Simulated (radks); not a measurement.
Values are calculated unless marked as measured or tabulated.
Problem. Excited configurations of Pr IV: one electron is placed in a higher orbital outside [Xe] 4f1. The ground configuration is [Xe] 4f2. Code: a radial shooting solver on a logarithmic mesh with Libxc functionals. Model: Dirac Kohn-Sham, PBEsol, spin-unpolarised, spherical densities, finite nucleus; open shells fill j = l - 1/2 first; Fermi nuclear charge, rms radius 4.8919 fm. Excitation = E - E(ground); binding = E(ion) - E, where the ion is the core of charge +4; n* = 4/sqrt(2 binding) in atomic units, and the quantum defect is n - n*.

outer orbital  excitation (eV)  binding (eV)     n*  quantum defect  eigenvalue (eV)  <r> (bohr)
5d3/2                    8.303        30.893  2.655           2.345          -25.871       2.185
5f5/2                   25.050        14.145  3.923           1.077          -11.767       4.195
6p1/2                   17.234        21.962  3.148           2.852          -19.238       3.631
6d3/2                   24.004        15.192  3.785           2.215          -13.284       4.848
6f5/2                   29.851         9.345  4.826           1.174           -8.096       7.372
7d3/2                   29.635         9.560  4.772           2.228           -8.440       8.055

Estimate the row for 7p1/2.

Solution. excitation (eV) 26.495; binding (eV) 12.701; n* 4.140; quantum defect 2.860; eigenvalue (eV) -11.278; <r> (bohr) 6.385. The Delta-SCF ionisation energy is 39.196 eV (NIST Atomic Spectra Database: 38.98 eV, semi-empirical). Self-interaction in the functional shifts the binding energies and quantum defects, so they are the method's values and not measured ones. Spin polarisation and multiplet splitting are left out, so open shells lie too high by an amount that depends on their filling.

Beside tabulated values, note that spin-unpolarised runs miss the spin-polarisation part of the exchange energy of open shells.
